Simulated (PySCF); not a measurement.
# One molecule, several mistakes: AlBCGeH6

Calculated results; nothing here was measured. They come from PySCF 2.14.0, an open-source quantum chemistry program, on an isolated molecule that a program drew, which may never have been made. The molecule is AlBCGeH6 (charge 0, singlet), drawn as the SMILES string `[BH2][Ge][AlH][CH3]`.

Each row is a Hartree-Fock (HF) and frozen-core CCSD(T) single point in the cc-pV(D+d)Z basis, meant for a local HF minimum. Run 1 is clean. Each other run has one planted mistake out of seven kinds, and not every kind appears here: one electron removed, one electron added, multiplicity raised by two, geometry at a saddle point, minimal basis STO-3G, one bond length entered in bohr, all coordinates scaled. The reference is restricted for singlets and unrestricted otherwise, and also for a bond in bohr. Adding or removing an electron swaps singlet and doublet. Electrons count all cores. HOMO and LUMO are orbital energies over both spins, the gradient is its largest component, and the lowest frequency (negative if imaginary) is given only where the gradient is small. Bond lengths are over the 9 bonds as drawn. T1 is the CCSD diagnostic: over 0.02 (restricted) or 0.045 (unrestricted) a single reference is doubtful. Germanium has the cc-pVDZ-PP basis, with a core potential (ECP10MDF) in place of its 10 inner electrons, and its 3s, 3p and 3d shells are frozen in CCSD(T).

Geometry of the clean run:
```xyz
10
AlBCGeH6, angstrom
B    -0.8966    2.3480    0.4266
Ge    0.8813    1.9822   -0.4607
Al    0.5304   -0.4860    0.0113
C     1.2179   -1.3612    1.6352
H    -1.9178    2.3803   -0.2094
H    -0.9533    2.6015    1.6024
H    -0.1437   -1.3578   -1.1319
H     1.6657   -0.6703    2.3550
H     1.9747   -2.1114    1.3752
H     0.4088   -1.8976    2.1463
```

| run | electrons | basis functions | <S^2> | HOMO (eV) | LUMO (eV) | gradient (hartree/bohr) | lowest frequency (cm^-1) | mean bond (Å) | longest bond (Å) | T1 | HF (hartree) | CCSD(T) (hartree) | mistake |
|---|---|---|---|---|---|---|---|---|---|---|---|---|---|
| 1 | 62 | 104 | 0.000 | -8.23 | 0.33 | 2.1e-05 | 55 | 1.5344 | 2.537 | 0.0196 | -601.30153 | -601.74864 | no fault |
| 2 | 61 | 104 | 0.771 | -14.89 | -6.51 | 4.7e-02 | - | 1.5344 | 2.537 | 0.0206 | -601.03237 | -601.44673 | one electron removed |
| 3 | 62 | 104 | 0.887 | -8.45 | 0.17 | 1.7e-02 | - | 1.6533 | 2.537 | 0.0617 | -601.19171 | -601.63611 | one bond length entered in bohr |
| 4 | 62 | 104 | 0.000 | -8.09 | 0.20 | 3.3e-02 | - | 1.6418 | 2.715 | 0.0198 | -601.27138 | -601.72420 | all coordinates scaled |
| 5 | 63 | 104 | 0.809 | -1.43 | 5.49 | 3.6e-02 | - | 1.5344 | 2.537 | 0.0236 | -601.31965 | -601.78482 | ? |
| 6 | 62 | 104 | 2.029 | -7.40 | -0.59 | 3.5e-02 | - | 1.5344 | 2.537 | 0.0197 | -601.26966 | -601.69643 | ? |

**Which mistake was planted in run 5, and what did it cost?**

It counts 63 electrons, one more than the clean run, at the same geometry and basis. So the mistake is: one electron added. Subtracting run 1 and multiplying by 627.51 kcal/mol a hartree, the energy moved by -11.4 kcal/mol in HF and -22.7 kcal/mol in CCSD(T).

**Which mistake was planted in run 6, and what did it cost?**

Electrons, basis and geometry are unchanged, and <S^2> is 2.029, beside S(S+1) = 2.00 for a multiplicity of 3. So the mistake is: multiplicity raised by two. Subtracting run 1 and multiplying by 627.51 kcal/mol a hartree, the energy moved by 20.0 kcal/mol in HF and 32.8 kcal/mol in CCSD(T).

Cautions from the logs. Run 3: T1 is over the limit, so its CCSD(T) energy is less reliable.
